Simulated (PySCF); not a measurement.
# Where the electron goes

Species: CH9ClSi3.
SMILES with atom numbers: `[SiH3:1][CH:2]([SiH3:3])[SiH2:4][Cl:5]` (hydrogens: H6, H7, H8 on Si1; H9 on C2; H10, H11, H12 on Si3; H13, H14 on Si4)

Cartesian coordinates in Å at the GFN2-xTB level; atoms count from 1:
```
atom  x, y, z in Å
Si1   -1.595    0.843    0.274
C2     0.000    0.081   -0.449
Si3    1.566    0.993    0.137
Si4    0.137   -1.788   -0.158
Cl5   -1.422   -2.741   -1.021
H6    -2.782    0.201   -0.293
H7    -1.630    2.270   -0.056
H8    -1.595    0.670    1.729
H9    -0.056    0.234   -1.532
H10    1.724    0.826    1.583
H11    1.460    2.417   -0.186
H12    2.742    0.441   -0.543
H13    1.345   -2.338   -0.773
H14    0.105   -2.110    1.267
```

Method used: TDDFT B3LYP/def2-SVPD, vertical, gas phase, core orbitals frozen in the response in PySCF.

Frontier orbitals with the atoms that hold most of them (Löwdin shares over 4%, at most four atoms; ? is withheld):

```tsv
orbital	ε (eV)	atoms
LUMO+2	0.29	Si3 26%, Si1 21%, H12 11%, H6 8%
LUMO+1	-0.22	Si3 17%, Si1 15%, Si4 13%, C2 8%
LUMO	-0.39	Si4 24%, Cl5 17%, Si3 16%, C2 9%
HOMO	-8.41	?
HOMO-1	-8.60	?
HOMO-2	-8.88	Cl5 30%, C2 20%, Si3 12%, Si1 10%
HOMO-3	-9.28	Cl5 23%, Si1 21%, C2 12%, H6 11%
```

(1) Give the leading atoms of the HOMO-1.

(2) Give the leading atoms of the HOMO.

(3) How does S1 compare with the orbital gap of 8.02 eV?

(4) Give energy, strength and leading configuration of S1, S2, S3 and S6, and follow the Löwdin shares of the leading atoms from the occupied to the empty orbital.

Answers

(1) Cl5 (bonded to Si) 33%; C2 (bonded to 3 Si and H) 14%; Si4 (bonded to C, Cl and 2 H) 13%; H13 (bonded to Si) 10%.

(2) Cl5 (bonded to Si) 32%; C2 (bonded to 3 Si and H) 26%; Si4 (bonded to C, Cl and 2 H) 13%; Si3 (bonded to C and 3 H) 7%. By element: chlorine 32%, carbon 26%, silicon 20% or more.

(3) S1 is at 7.03 eV (f = 0.015), 0.99 eV below the gap, made of HOMO→LUMO (97%). Without the coupling terms of the response equations the lowest excitation would equal the gap.

(4) 
- S1 (7.03 eV, f 0.015), HOMO→LUMO (97%): Cl5 32% → 17%, C2 26% → 9%, Si4 13% → 24%
- S2 (7.18 eV, f 0.0040), HOMO-1→LUMO (94%): Cl5 33% → 17%, C2 14% → 9%, Si4 13% → 24%
- S3 (7.34 eV, f 0.037), HOMO→LUMO+1 (97%): Cl5 32% → at most 9%, C2 26% → 8%, Si3 7% → 17%, Si1 at most 7% → 15%
- S6 (7.78 eV, f 0.012), HOMO-2→LUMO+1 (79%): Cl5 30% → at most 9%, C2 20% → 8%, Si3 12% → 17%, Si1 10% → 15%

Löwdin shares depend on the basis, the more so with diffuse functions.

One conformer stands for the species.
